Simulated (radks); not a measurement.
Polarisabilities and homonuclear dispersion coefficients (atomic units). Code: a radial shooting solver on a logarithmic mesh with Libxc functionals. Model: non-relativistic Kohn-Sham, PBE, spin-polarised, spherical densities, point nucleus; open shells are filled with parallel spins first (spin-orbit coupling, left out, can overturn this in heavy ions). Response by self-consistent Sternheimer equations with the Hartree and adiabatic LDA kernel. For heavy and open-shell atoms this level of theory can miss by tens of per cent. "Uncoupled" leaves out the induced potential. Quadrupole and octupole values are given only where no p, d or f shell is open. The Sternheimer factor gamma scales a distant field gradient at the nucleus by 1 - gamma.

| species | configuration | alpha1 (bohr^3) | alpha1, uncoupled | alpha2 (bohr^5) | alpha3 (bohr^7) | C6 | C8 | Sternheimer gamma | recommended alpha1 |
|---|---|---|---|---|---|---|---|---|---|
| B+ | [He] 2s2 | 10.54 | 19.60 | 29.23 | 181.1 | 28.43 | 532.4 | 0.585 | - |
| Rh | [Kr] 4d8 5s1 | 63.55 | 100.7 | - | - | 559.5 | - | - | 66 +/- 10 |
| S | [Ne] 3s2 3p4 | 21.22 | 31.74 | - | - | 145.4 | - | - | 19.4 +/- 0.1 |
| Mg+ | [Ne] 3s1 | 31.38 | 36.41 | 173.5 | 1866 | 131.2 | 4650 | -2.12 | - |
| Ga | [Ar] 3d10 4s2 4p1 | 63.96 | 85.72 | - | - | 534.1 | - | - | 50 +/- 3 |
| C | [He] 2s2 2p2 | 13.55 | 17.90 | - | - | 54.55 | - | - | 11.3 +/- 0.4 |
| Tc | [Kr] 4d5 5s2 | 90.68 | 174.1 | - | - | 1049 | - | - | 79 +/- 10 |

Recommended values: Schwerdtfeger and Nagle, table of static dipole polarisabilities (2023 update), measured or computed.

Beside tabulated values, note that relativity, absent from the non-relativistic runs, is large for the heavy elements.
